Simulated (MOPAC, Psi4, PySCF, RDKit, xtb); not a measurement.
Two geometries of SMILES [SiH2]([SiH2][SeH])Br (H₅BrSeSi₂), relaxed at B3LYP-D3(BJ)/def2-SVP with one dihedral held; other torsions can differ between them too.

Structure A

```
9

Se     2.2287    -1.3569     0.2738
Si     0.9344     0.4210    -0.4029
Si    -1.2985    -0.1290     0.0604
Br    -1.3803    -0.4568     2.2945
H      1.5627    -1.4069     1.5922
H      1.2900     1.6981     0.2803
H      1.1784     0.5608    -1.8673
H     -2.2733     0.9493    -0.2687
H     -1.7072    -1.3934    -0.6092
```

Structure B

```
9

Se     2.1741    -1.3303     0.4164
Si     0.9547     0.4760    -0.3495
Si    -1.2846    -0.1194     0.0413
Br    -2.4613     1.7641     0.4157
H      3.4112    -0.9147    -0.2751
H      1.2846     1.7273     0.3900
H      1.2013     0.6971    -1.8034
H     -1.8829    -0.8299    -1.1218
H     -1.3932    -0.9792     1.2527
```

Which is lower in energy at the level Psi4 with DF-MP2 (frozen core)/cc-pVTZ // B3LYP-D3(BJ)/def2-SVP, and by how much?

A is lower, by 6.94 kJ/mol (dihedral Se1–Si2–Si3–Br4: 60° in A, 150° in B).

E(B) − E(A) in kJ/mol at the other levels, on the same two geometries: PBE/def2-TZVP // B3LYP-D3(BJ)/def2-SVP (Psi4) 4.58; PBE-D3(BJ)/def2-TZVP // B3LYP-D3(BJ)/def2-SVP (Psi4) 6.46; r2SCAN/def2-TZVP // B3LYP-D3(BJ)/def2-SVP (Psi4) 5.53; HF/cc-pVTZ // B3LYP-D3(BJ)/def2-SVP (Psi4) 1.42; UFF // B3LYP-D3(BJ)/def2-SVP (RDKit) 3.83; PM3, restricted, heats of formation // B3LYP-D3(BJ)/def2-SVP (MOPAC) 1.86; PM6, restricted, heats of formation // B3LYP-D3(BJ)/def2-SVP (MOPAC) 0.18; GFN1-xTB // B3LYP-D3(BJ)/def2-SVP (xtb) 0.80; restricted B3LYP/6-31G*, spherical d, density fitting // B3LYP-D3(BJ)/def2-SVP (PySCF) 2.26; restricted B3LYP/LANL2DZ, with its core potentials past Ne // B3LYP-D3(BJ)/def2-SVP (PySCF) 2.58; restricted BP86/6-31G*, spherical d, density fitting // B3LYP-D3(BJ)/def2-SVP (PySCF) 3.20; restricted Hartree-Fock/STO-3G // B3LYP-D3(BJ)/def2-SVP (PySCF) -0.60.
